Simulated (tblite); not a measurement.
Compound: C5H7ClNP.
Cartesian coordinates in Å at the GFN2-xTB level; atoms count from 1:
```
atom  x, y, z in Å
C1    -1.9920   -0.1401   -0.3463
C2    -0.8717   -0.8374    0.4237
N3     0.3608   -0.0925    0.3388
C4     0.6969    0.8930    1.1977
P5     2.1658    1.7026    0.8261
C6     2.2962    0.6329   -0.5756
Cl7    3.5890    0.6619   -1.7102
C8     1.2512   -0.2428   -0.6692
H9    -1.7255   -0.0428   -1.3961
H10   -2.1652    0.8541    0.0588
H11   -2.9112   -0.7145   -0.2704
H12   -0.7022   -1.8370    0.0146
H13   -1.1456   -0.9342    1.4775
H14    0.0499    1.0966    2.0326
H15    1.0992   -0.9918   -1.4241
```

All values are computed: GFN2-xTB (tblite) harmonic vibrations without scaling, gas phase. Against measured fundamentals such values can be off by several per cent, at times by over 20. One conformer, not necessarily the lowest.

Harmonic wavenumbers (cm⁻¹): 46.4, 103.0, 179.9, 215.5, 221.3, 339.3, 350.0, 411.0, 439.6, 534.7, 580.5, 703.7, 716.7, 760.3, 824.6, 909.5, 943.6, 1008.8, 1049.6, 1086.7, 1102.4, 1164.3, 1201.1, 1239.3, 1321.2, 1400.0, 1410.8, 1423.2, 1463.3, 1485.5, 1488.6, 1495.1, 2968.0, 2974.6, 3044.4, 3047.4, 3051.6, 3119.7, 3138.0.

A = 2747, B = 891.2, C = 715.3 MHz; mass 147.000 u (most abundant isotopes); point group C1, symmetry number 1.

Question: Zero-point energy?

Answer: ½Σν̃ = 24482 cm⁻¹ = 70.00 kcal/mol.

Question: What is S at 500 K and 1 bar for an ideal gas of classical rigid rotors and harmonic oscillators?

Answer: Translation 43.46, rotation 31.14, vibration 37.80: S = 112.4 cal/(mol K).

Question: And Cp and H(500 K) − H(0)?

Answer: Cp = 46.75 cal/(mol K), of which vibrations give 38.80 (their classical limit is 39 R = 77.5); H(500 K) − H(0) = 13.93 kcal/mol without the zero-point energy, 9.95 from vibrations.

Question: What must be added to the electronic energy to get the Gibbs energy at 500 K and 1 bar?

Answer: ZPE + [H(500 K) − H(0)] − T·S = 70.00 + 13.93 − 56.20 = 27.73 kcal/mol.

Question: Blend soft modes into free rotors: weight 1/[1 + (100 cm⁻¹/ν̃)⁴] for the oscillator and the rest for a rotor with moment μB/(μ + B), μ = h/(8π²ν), B = 10⁻⁴⁴ kg m². What vibrational entropy results?

Answer: 35.45 cal/(mol K) in place of 37.80, which changes −T·S at 500 K by +1.18 kcal/mol.

Question: How do the functions run with temperature in this model?

Answer: 
```csv
T (K),S (cal/(mol K)),Cp (cal/(mol K)),H − H(0) (kcal/mol),G − H(0) (kcal/mol),ln q(vib)
50,58.4,11.3,0.47,-2.45,0.37
100,67.6,15.7,1.14,-5.62,1.16
298.15,92.1,32.1,5.89,-21.58,4.96
373.15,100.0,38.1,8.52,-28.79,6.46
750,133.8,58.5,27.21,-73.13,13.90
1000,151.7,65.9,42.83,-108.88,18.48
```

q(vib) and H(0) count from the zero-point level.

Hindered rotation and anharmonicity are outside this model. Other conformers, if any are populated, would add a mixing term that is left out. The structure is chiral; the term R ln 2 for an equal mix with its mirror image is left out.
